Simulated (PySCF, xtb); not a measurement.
PbCl, SMILES [Pb+][Cl] (connectivity only; charge and spin as stated), charge +1, multiplicity 1.

GFN2-xTB in xtb at its own geometry gives an orbital gap of 3.06 eV.

Geometry: PBE0-D3(BJ)/def2-TZVP. The spin state was assumed, not searched. The def2 effective core potentials stand for the cores of Pb; spin–orbit coupling is left out.

### Question
What does r2SCAN/def2-TZVPD (PySCF) give? (Estimate from the structure and the level; the computed values follow.)

### Answer
gap 4.38 eV (levels -13.72 and -9.34 eV).
